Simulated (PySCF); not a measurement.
# Relaxation of triplet Be₂S

These are results of UPBE0/[S def2-TZVP, Be def2-TZVP], no relativity, density fitting, PySCF, not measurements. A (50,194) grid was used.

A start displaced from a saddle point along its imaginary mode, of C2v symmetry, held to at least that symmetry:

```xyz
3
charge 0 multiplicity 3, angstrom
S    -0.1409    0.0011    0.0000
Be    0.2500   -0.0019    1.8711
Be    0.2500   -0.0019   -1.8711
```

Optimiser trace:
| step | E − E(last) (kJ/mol) | largest gradient (Eh/bohr) |
| --- | --- | --- |
| 0 | 35.36 | 0.01076 |
| 1 | 31.76 | 0.00519 |
| 2 | 22.54 | 0.01105 |
| 3 | 11.94 | 0.00536 |
| 4 | 7.95 | 0.00823 |
| 5 | 5.74 | 0.01130 |
| 6 | 3.70 | 0.00904 |
| 7 | 0.44 | 0.00232 |
| 8 | 0.10 | 0.00328 |
| 9 | 0.00 | 0.00010 |
| 10 | 0.00 | 0.00001 |

It ends at C2v with S–Be 1.906 Å (×2); Be–S–Be 92.1°. A frequency run shows a minimum. Other isomers or separated fragments may lie lower.

Final geometry:
```xyz
3
charge 0 multiplicity 3, angstrom
S    -0.4767    0.0037    0.0000
Be    0.8458   -0.0066    1.3720
Be    0.8458   -0.0066   -1.3720
```
